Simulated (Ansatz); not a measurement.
AlFH4SSi (`[F][Al]([SiH3])[SH]`), one more setting.

```yaml
crystal:
  periodic: [false, false, false]
  atoms:
    - {symbol: F, position_ang: [1.170630, -1.867093, -0.843944]}
    - {symbol: Al, position_ang: [0.037994, -0.882723, -0.153352]}
    - {symbol: Si, position_ang: [0.439482, 1.514754, 0.023555]}
    - {symbol: S, position_ang: [-1.779132, -1.843119, 0.563549]}
    - {symbol: H, position_ang: [0.617015, 2.114233, -1.327468]}
    - {symbol: H, position_ang: [-0.706586, 2.187635, 0.692633]}
    - {symbol: H, position_ang: [1.672084, 1.780326, 0.814926]}
    - {symbol: H, position_ang: [-1.359288, -3.061114, 0.174299]}
basis:
  gaussian: {orbitals: STO-3G, fitting: {mean_field: cc-pVTZ-jkfit}}
hamiltonian: {xc: {name: HF}}
correlation: {method: ccsdt, electrons: all}
scf: {lower_state_search: off}
```

```sh
$ ansatz run in.yaml --threads 2 --pin off --events-out ev --progress --plain --max-ram 4352MiB
```

Shortened log:

```
Functional definition: HF
562 factors; integrals over basis functions are off by at most 8.5e-4 eV
mean field evaluation 1: about -27704.6910 eV, gradient 2.5e1 eV
mean field evaluation 2: about -27707.6125 eV, gradient 6.0e0 eV
mean field evaluation 4: about -27707.7801 eV, gradient 2.4e-1 eV
mean field -27707.78068124 eV, -1018.2421590274 hartree, gradient 1.5e-6 eV, S^2 0.000000; 0 other end points of the search recorded, 0 dependent functions left out
reference -27707.78068124 eV, -1018.2421590274 hartree; 28, 28 occupied and 8, 8 virtual orbitals, 562 factors
second order -3.17462552 eV of doubles, -0.00000000 eV of singles
cycle   1  -3.73352032 eV  change   -5.6e-1 eV  update   1.0e-1
cycle   2  -4.11365953 eV  change   -3.8e-1 eV  update   5.0e-2
cycle   3  -4.30079635 eV  change   -1.9e-1 eV  update   3.2e-2
cycle   4  -4.31286872 eV  change   -1.2e-2 eV  update   7.3e-3
cycle   5  -4.31519439 eV  change   -2.3e-3 eV  update   3.9e-3
cycle   6  -4.31580556 eV  change   -6.1e-4 eV  update   1.4e-3
cycle   7  -4.31545687 eV  change    3.5e-4 eV  update   5.5e-4
cycle   8  -4.31507327 eV  change    3.8e-4 eV  update   2.3e-4
cycle   9  -4.31506804 eV  change    5.2e-6 eV  update   8.1e-5
cycle  10  -4.31513990 eV  change   -7.2e-5 eV  update   3.9e-5
cycle  11  -4.31514440 eV  change   -4.5e-6 eV  update   2.0e-5
cycle  12  -4.31513755 eV  change    6.8e-6 eV  update   6.8e-6
cycle  13  -4.31514092 eV  change   -3.4e-6 eV  update   3.5e-6
Total energy: -27712.09582216 eV, -1018.4007375313 hartree
Checks for a lower state left out: stability, starts, cluster_reference, orbital_swaps, neighbouring_geometries, increment
```

It took 3.3 s on 2 threads of an AMD EPYC 9R45 on a shared host, with 0.27 GiB of host memory at the peak.
